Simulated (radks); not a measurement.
The numbers below are computed, except where a source is named.
Species: Mo3+. Configuration: [Ar] 3d10 4s1.5 4p6 4d3 5s0.5 (fractional occupations, a model configuration).

Level of theory: Dirac Kohn-Sham, PBE, spin-unpolarised, spherical densities, finite nucleus; open shells fill j = l - 1/2 first; Fermi nuclear charge, rms radius 4.4091 fm (a radial shooting solver on a logarithmic mesh with Libxc functionals).

Energy parts (hartree):
part                       energy
total                 -4046.06197
kinetic                4195.45809
electron-nucleus      -9724.25407
Hartree                1605.25308
exchange-correlation   -122.51908

Orbitals (lengths in bohr, moments of r in powers of bohr; r(90%) holds 90 % of the orbital's charge):
orbital  occ.  eigenvalue (hartree)      <r^4>   <1/r>      <r>  r(90%)  small-component weight
1s1/2       2             -729.4810  7.208e-06   43.55  0.03517  0.0630                2.35e-02
2s1/2       2             -104.1944   0.001334   9.913   0.1534   0.237                4.81e-03
2p1/2       2             -95.96392  0.0008859   9.889   0.1308   0.214                4.82e-03
2p3/2       4             -92.04780  0.0009919   9.416   0.1353   0.220                4.66e-03
3s1/2       2             -18.87177    0.06867   3.392   0.4285   0.633                1.28e-03
3p1/2       2             -15.73979    0.07113   3.291   0.4232   0.640                1.23e-03
3p3/2       4             -15.09450    0.07814   3.177   0.4337   0.655                1.19e-03
3d3/2       4              -9.55952    0.08149   2.988   0.4128   0.660                1.07e-03
3d5/2       6              -9.43727    0.08401   2.959   0.4163   0.665                1.06e-03
4s1/2     1.5              -3.65927      2.698   1.254    1.090    1.58                2.99e-04
4p1/2       2              -2.75137      3.931   1.142    1.182    1.74                2.55e-04
4p3/2       4              -2.65421      4.300   1.110    1.209    1.78                2.46e-04
4d3/2       3              -1.30277      14.00  0.8442    1.559    2.40                1.52e-04
4d5/2       0              -1.29149      14.40  0.8374    1.570    2.41                1.50e-04
5s1/2     0.5              -1.02126      89.67  0.4911    2.659    3.80                6.48e-05

The highest occupied level is 5s1/2 at -27.790 eV. The configuration is held as typed, so some empty levels lie below it. The density falls to 0.001 e/bohr^3 at r = 3.59 bohr. Summed over all electrons, <r^2> = 28.33 bohr^2, which gives a Langevin (diamagnetic) susceptibility term of -22.4 x 10^-6 cm^3/mol.
